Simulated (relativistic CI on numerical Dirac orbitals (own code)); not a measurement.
Crystal-field levels of Tc³⁺, 4d4

Calculated by Dirac-Coulomb-Breit CI, separate exchange-only KLI orbitals for each configuration, QED by a radiative potential, valence Slater integrals scaled by 0.75, one configuration in a parametric crystal field (own radial code).

Field parameters in Wybourne normalisation: Oh B⁴₀ = 21Dq, B⁴₄ = √(5/14) B⁴₀. The field is a parameter set, without covalency.

S is read from ⟨S²⟩ = S(S + 1).

Levels (cm⁻¹, degeneracy): 0 (1), 609 (3), 1475 (3), 1483 (2), 9073 (3), 9869 (2), 19532 (1), 19621 (1), 19632 (3), 19643 (2), 19655 (3), 19678 (1).

Which field gives this pattern?
A. Oh, 10Dq = 20350 cm⁻¹
B. Oh, 10Dq = 34700 cm⁻¹
C. Oh, 10Dq = 29900 cm⁻¹
D. Oh, 10Dq = 44250 cm⁻¹

B. Oh, 10Dq = 34700 cm⁻¹, ground level with S = 1.00.
